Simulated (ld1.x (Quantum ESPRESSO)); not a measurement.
# Before and after: TM potential for H (Z = 1)

```json
{
  "Element": "H",
  "Generator": "ld1.x (Quantum ESPRESSO) 7.5",
  "Type": "norm-conserving Troullier–Martins (Kleinman–Bylander form)",
  "Functional": "PBE",
  "Relativity": "scalar-relativistic",
  "Frozen core": "none",
  "Valence charge": "1",
  "Reference configuration": "1s1",
  "Partial waves": "1s (bound): rc 1.30 bohr; 2p channel at 0.2 Ry: rc 1.25 bohr",
  "Local potential": "the p channel",
  "Core correction": "none"
}
```

Change: all radii scaled by about 0.93 (s 1.20, p 1.16 bohr).

Cutoffs: the cutoffs (Ry, on a coarse ladder) from which the occupation-weighted sum of valence levels, in a spherical-Bessel basis at the reference potential, stays within 10 and 1 mRy of its value at 400 Ry; they do not see the model core or the augmentation charge, which bear on the density cutoff. Errors are all-electron minus pseudo energies relative to the spin-unpolarised reference configuration.

**Question.** How do hardness, ghosts and transferability respond?

**Answer.** The potential gets harder (18 Ry and 35 Ry → 21 Ry and 40 Ry); neither file shows a bound ghost. A smaller radius makes the pseudo-wave follow the all-electron one further in, where it bends more sharply, so more plane waves are needed.

| quantity | base | changed |
| --- | --- | --- |
| cutoff, loose | 18 Ry | 21 Ry |
| cutoff, tight | 35 Ry | 40 Ry |
| bound ghosts | none | none |
| error for 1s0.5, meV [ΔE 4.76 eV] | +2.0 | +1.4 |
